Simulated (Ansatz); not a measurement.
System: C4H7B, charge 0, multiplicity 1. SMILES: B(C)(C#C)C
Geometry from a B3LYP-D3(BJ)/def2-TZVP (Ansatz, a first-principles code) optimisation:
```xyz
12

C      2.1383    -0.9330     0.0504
C      1.0313    -0.4500     0.0243
B     -0.3651     0.1593    -0.0086
C     -0.5286     1.7107     0.1406
C     -1.6070    -0.7789    -0.1910
H      3.1128    -1.3581     0.0734
H      0.2631     2.1906     0.7170
H     -1.5036     2.0041     0.5356
H     -0.4691     2.1309    -0.8740
H     -1.3980    -1.6954    -0.7438
H     -1.9147    -1.0909     0.8178
H     -2.4687    -0.2710    -0.6292
```
Charge 0, spin multiplicity 1.

Wanted: vertical triplet-singlet gap (E(triplet) - E(singlet); each state is the SCF solution reached for its spin; for the triplet the Hartree-Fock reference is unstable and T1 is 0.031), in eV. Valence correlation only, unless marked. UHF or UKS for open shells. No spin-orbit coupling. No relativistic terms. 

```json
[
 {"level": "SVWN5/def2-TZVPD", "program": "Ansatz", "vertical triplet-singlet gap (eV)": "4.11"},
 {"level": "BHLYP/def2-TZVPD", "program": "Ansatz", "vertical triplet-singlet gap (eV)": "4.33"},
 {"level": "wB97X-V/def2-TZVPD", "program": "Ansatz", "vertical triplet-singlet gap (eV)": "4.56"},
 {"level": "B2PLYP/def2-TZVPD", "program": "Ansatz", "vertical triplet-singlet gap (eV)": "4.66"},
 {"level": "RI-MP2/aug-cc-pVTZ", "program": "Ansatz", "vertical triplet-singlet gap (eV)": "5.11"},
 {"level": "CCSD/aug-cc-pVDZ", "program": "Ansatz", "vertical triplet-singlet gap (eV)": "4.72"},
 {"level": "CCSD/aug-cc-pVTZ", "program": "Ansatz", "vertical triplet-singlet gap (eV)": "4.70"},
 {"level": "CCSD(T)/aug-cc-pVDZ", "program": "Ansatz", "vertical triplet-singlet gap (eV)": "4.76"},
 {"level": "CCSD(T)/aug-cc-pVTZ", "program": "Ansatz", "vertical triplet-singlet gap (eV)": "4.76"}
]
```
